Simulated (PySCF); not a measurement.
C2H6N, SMILES [CH2]CN, multiplicity 2. Atoms are numbered in the order given.

```xyz
9

C      1.2352     0.2047    -0.3292
C      0.0689    -0.3953     0.3507
N     -1.1753     0.1893    -0.1265
H      2.2261     0.1240     0.0985
H      1.1256     0.5858    -1.3369
H      0.2098    -0.3291     1.4432
H      0.0269    -1.4750     0.1296
H     -1.2130     1.1718     0.1157
H     -1.9725    -0.2591     0.3064
```
Charge 0, spin multiplicity 2.

Geometry: PBE0-D3(BJ)/def2-TZVP. The isomer is the one that the SMILES or the coordinates give; other isomers of the formula were not compared. The values are those of a single conformer.

These are PySCF with PBE/def2-TZVPD values and carry that method's errors.

Mulliken values depend strongly on the basis, most of all with diffuse functions as here. ESP charges are fitted to the potential on shells at 1.4 to 2.0 van der Waals radii. Atomic charges (e):

```tsv
atom	Mulliken	meta-Löwdin	ESP fit	Mulliken spin
C1	-0.68	-0.27	[?]	0.97
C2	0.01	-0.11	[?]	-0.06
N3	-0.50	-0.50	[?]	0.00
H4	0.22	0.12	0.14	-0.02
H5	0.26	0.12	0.17	-0.01
H6	0.18	0.10	-0.04	0.03
H7	0.18	0.12	0.03	0.08
H8	0.18	0.21	0.33	0.00
H9	0.17	0.21	0.31	0.00
```

Question: Some entries are withheld; supply them. (An estimate is asked for; the answer gives what the named calculation found.)

Answer: 
- C1, ESP fit: -0.48
- C2, ESP fit: 0.40
- N3, ESP fit: -0.87
